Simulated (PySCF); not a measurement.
A PySCF script (with the pyscf-properties extension) for the NMR shieldings of `B(CBBC#CC#C)(F)F`, C5H5B3F2, on a GFN2-xTB geometry:

```python
import basis_set_exchange as bse
import numpy as np
from pyscf import gto, dft
from pyscf.prop import nmr

atoms = """
C     1.512985   -1.906535   -3.898837
C     1.399281   -1.592317   -2.739090
C     1.279414   -1.250254   -1.434857
C     1.189499   -0.951312   -0.255438
B     1.045239   -0.575895    1.178449
B    -0.409556   -0.106576    1.768183
C    -0.885950    1.413755    1.743311
B    -1.748315    1.599088    0.447866
F    -1.243094    2.007471   -0.701714
F    -3.041301    1.337320    0.391225
H     1.608685   -2.176347   -4.907400
H     2.018783   -0.652880    1.835890
H    -1.184725   -0.868289    2.217413
H    -0.043523    2.102596    1.717600
H    -1.501835    1.628165    2.615487
"""
names = dict.fromkeys(["C", "B", "F", "H"], "pcSseg-1")
basis = {el: gto.basis.parse(bse.get_basis(n, elements=[el], fmt="nwchem")) for el, n in names.items()}
mol = gto.M(atom=atoms, basis=basis, charge=0, verbose=0)
mf = dft.RKS(mol, xc="PBE0")
mf.grids.level = 2
mf.grids.alignment = dft.numint.BLKSIZE   # the property module wants whole blocks of grid points
mf.conv_tol = 1e-9
mf.kernel()

calc = nmr.RKS(mf)   # GIAO
C = mf.mo_coeff
Co = C[:, mf.mo_occ > 0]
resp = mf.gen_response(singlet=True, hermi=2)
def vind(x):   # induced exchange potential for any number of trial vectors
    d = np.einsum("pi,xij,qj->xpq", C, 2 * x.reshape(-1, C.shape[1], Co.shape[1]), Co, optimize=True)
    return np.einsum("xpq,pi,qj->xij", resp(d - d.transpose(0, 2, 1)), C, Co, optimize=True).ravel()
mo1, _ = nmr.rhf.solve_mo1(calc, with_cphf=vind)
sigma = calc.kernel(mo1)
for i, s in enumerate(sigma):   # ppm
    w = np.linalg.eigvalsh((s + s.T) / 2)
    print("%2d %-2s iso %8.1f  s11 %8.1f  s22 %8.1f  s33 %8.1f" % (i, mol.atom_pure_symbol(i), w.mean(), *w))
```

Q: Give the expected output.

A: 
```
 0 C  iso     73.9  s11     18.7  s22     47.4  s33    155.7
 1 C  iso    115.6  s11     21.3  s22     26.4  s33    299.1
 2 C  iso     28.0  s11      2.5  s22     25.5  s33     56.1
 3 C  iso    103.4  s11     -9.2  s22     -2.5  s33    321.8
 4 B  iso     15.1  s11   -101.9  s22     15.2  s33    132.1
 5 B  iso     -2.2  s11    -99.8  s22    -28.0  s33    121.3
 6 C  iso    158.5  s11    105.9  s22    158.9  s33    210.6
 7 B  iso     74.1  s11     51.0  s22     80.2  s33     91.1
 8 F  iso    229.1  s11     46.3  s22    286.1  s33    355.0
 9 F  iso    231.0  s11     48.8  s22    288.3  s33    355.7
10 H  iso     27.5  s11     24.9  s22     25.0  s33     32.7
11 H  iso     23.3  s11     16.6  s22     25.3  s33     27.9
12 H  iso     22.5  s11     12.9  s22     25.9  s33     28.6
13 H  iso     29.3  s11     26.7  s22     28.1  s33     33.2
14 H  iso     29.5  s11     26.1  s22     27.4  s33     34.9
```

These numbers come from an equivalent density-fitted implementation of the same equations, which agrees with the script to about 0.01 ppm for H and up to a few tenths of a ppm for heavy atoms, so last digits may differ.

Size and cost of the density-fitted run: 195 basis functions, 65 s wall time on 1 thread of an Arm Neoverse N1, shared host; peak memory 0.85 GiB.
